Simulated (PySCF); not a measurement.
Ligand exchange on a metal centre used in film growth or etching (Mo F-NH2). Gas-phase values, no solvent. One relaxed conformer stands for each flexible species; it need not be the lowest. In the def2 sets, heavy atoms carry core potentials. All members: neutral, multiplicity 1. Level: TPSSh-D3(BJ)/def2-TZVP // BP86-D3(BJ)/def2-SVP (PySCF), beside PBE-D3(BJ)/def2-TZVP // BP86-D3(BJ)/def2-SVP (PySCF) at the same geometries.  Orbital energies are measured against the vacuum level.

```tsv
species	LUMO, PBE (eV)	LUMO, TPSSh-D3(BJ) (eV)
[Mo(F)6]	-6.35	withheld
[Mo(F)5(NH2)]	-5.69	-5.49
[Mo(F)4(NH2)2]	-4.84	-4.59
[Mo(F)3(NH2)3]	-3.74	-3.51
[Mo(F)2(NH2)4]	-3.43	-3.17
[Mo(F)(NH2)5]	-2.96	-2.68
[Mo(NH2)6]	-2.45	-2.18
```

Problem. Fit y = a + b·x, y being the LUMO at the first level, to the 6 complete rows by least squares, with x = the PBE value in eV. Give a, b and the rms residual, and predict the withheld value.

Solution. Means of the 6 rows: x̄ = -3.8517, ȳ = -3.6033 eV. Σ(x − x̄)² = 7.3063 and Σ(x − x̄)(y − ȳ) = 7.455, so b = 1.020 and a = ȳ − b·x̄ = 0.325 eV. The rms residual is 0.014 eV. At x = -6.35 the line gives -6.15 eV, outside the range of the fitted rows. The run for [Mo(F)6] gave -6.25 eV, so the line is off by 0.10 eV, more than twice the rms residual.

Codes: PySCF.
